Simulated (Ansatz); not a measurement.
Job for Ansatz (an electronic-structure program): U-PBE0/def2-TZVPP on YO, 2S+1 = 4, a spin state set in the input, which need not be the lowest. Elements past Kr take the def2 small-core potentials; no spin–orbit coupling.

Ansatz 0.2 input:
```yaml
crystal:
  periodic: [false, false, false]
  atoms:
    - {symbol: Y, position_ang: [0.00000000, 0.00000000, 0.00000000]}
    - {symbol: O, position_ang: [0.00000000, 0.00000000, 2.43200000]}
basis:
  gaussian:
    orbitals: def2-TZVPP
hamiltonian:
  xc: {name: PBE0}
magnetization: {spin_polarized: true, initial_magnetization: 3}
relax: {f_tol: 0.002, max_steps: 120}
```

**Question.** What total energy does the run end on?

**Answer.** -113.3721 hartree.

**Question.** How many basis functions does it have, and what does it roughly cost on one machine?

**Answer.** 87 functions; around 40 core-seconds (rough).
